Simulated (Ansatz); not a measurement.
All numbers were calculated with Ansatz.

Basis-set series for `BSC#C`. Total charge 0; spin multiplicity 1. All single points use the PBE0-D4/def2-TZVP geometry.

```json
{"functional": "PBE0-D4", "basis": "def2-SVP", "functions": "75", "energy (Eh)": "-500.50416", "HOMO (eV)": "-7.20", "LUMO (eV)": "-1.49"}
{"functional": "PBE0-D4", "basis": "def2-QZVPP", "functions": "331", "energy (Eh)": "-500.77403", "HOMO (eV)": "-7.25", "LUMO (eV)": "-1.63"}
{"functional": "ωB97M-V", "basis": "def2-SVP", "functions": "75", "energy (Eh)": "-500.69882", "HOMO (eV)": "-9.25", "LUMO (eV)": "0.72"}
{"functional": "ωB97M-V", "basis": "def2-QZVPP", "functions": "331", "energy (Eh)": "-500.97186", "HOMO (eV)": "-9.33", "LUMO (eV)": "0.48"}
```

Problem. Give the rows for def2-TZVPP. (Estimate.)

Solution. The calculation gave: 
| functional | basis | functions | energy (Eh) | HOMO (eV) | LUMO (eV) |
| --- | --- | --- | --- | --- | --- |
| PBE0-D4 | def2-TZVPP | 177 | -500.75614 | -7.23 | -1.60 |
| ωB97M-V | def2-TZVPP | 177 | -500.95534 | -9.31 | 0.52 |

Positive LUMOs are unbound and depend on the basis.
